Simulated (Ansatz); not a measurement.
Gas-phase electronic energies from Ansatz, PBE0-D4/def2-TZVP geometries. CBS: MP2 limit from def2 TZ/QZ plus the TZ coupled-cluster correction, frozen cores. DFT in def2-TZVPP. B3LYP here is the variant with VWN-RPA as its local correlation; programs differ in this. For Ge outer-core shells are correlated without core-valence functions, which leaves a few kJ/mol of doubt a bond. Scalar relativity is left out up to krypton. Each species was taken in one conformer, which may not be the lowest.

Consider the formal exchange of groups at a B–C bond: `BC1=NCN1C` + `[CH3][GeH2][Cl]` → `B[CH2][GeH2][Cl]` + `CN1C=NC1`.

```csv
level,ΔE (kcal/mol),difference from CCSD(T)/CBS
r2SCAN-D4,0.9,0.6
PBE0-D4,0.2,-0.1
B3LYP-D4,1.5,1.2
ωB97X-V,0.2,-0.1
ωB97M-V,-0.1,-0.4
PBE0,0.1,-0.2
B3LYP,1.3,1.0
HF/def2-TZVPP,-0.3,-0.6
SCS-MP2/def2-TZVPP,0.3,0.0
CCSD/def2-TZVPP,-0.1,-0.4
CCSD(T)/def2-TZVPP,0.3,0.0
HF/def2-QZVPP,-0.3,-0.6
MP2/def2-QZVPP,0.0,-0.3
SCS-MP2/def2-QZVPP,0.4,0.1
HF/CBS(def2),-0.3,-0.6
CCSD/CBS(def2),-0.1,-0.4
CCSD(T)/CBS,0.3,0
```

Largest T1 diagnostic among the species: 0.014.

From PBE to PBE0 (25 % exact exchange), in def2-TZVPP and without D4, ΔE moves by −1.0 kcal/mol.
